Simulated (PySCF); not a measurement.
## MSi for M along the fourth-period p block

CCSD(T) with triple-zeta basis sets in PySCF, for the lowest determinant that a PBE0 search found; no spin–orbit coupling. De refers to high-spin ground-configuration atoms.

| M | basis | reference, frozen orbitals | state (unpaired electrons) | Re (Å) | ωe (cm⁻¹) | De (eV) |
| --- | --- | --- | --- | --- | --- | --- |
| Ga | def2-TZVPP | UHF, 14 | quartet (σ ↑, π ↑↑) | 2.419 | 314 | 2.40 |
| As | x2c-TZVPPall | ROHF, 14 | doublet (π ↑) | 2.188 | 487 | 3.10 |
| Se | x2c-TZVPPall | RHF, 14 | singlet (closed shell) | 2.071 | 578 | 5.42 |
| Br | def2-TZVPP | UHF, 14 | doublet (π ↑) | 2.235 | 424 | 3.69 |

The shortest bond is that of SiSe (2.071 Å), the longest that of GaSi (2.419 Å). SiSe is bound most strongly (5.42 eV) and GaSi least (2.40 eV).

The rows differ in basis set, which adds steps of its own.

The state changes along the series, so neighbouring rows are not always alike in their bonding.

Correlated steps freeze 14 core orbitals. UHF and ROHF references stand side by side, which adds small steps between rows. Spin–orbit coupling is left out. Where the molecule has an RHF reference, its open-shell atoms are computed with UHF. States were picked by a PBE0 search and need not be the measured ground states.
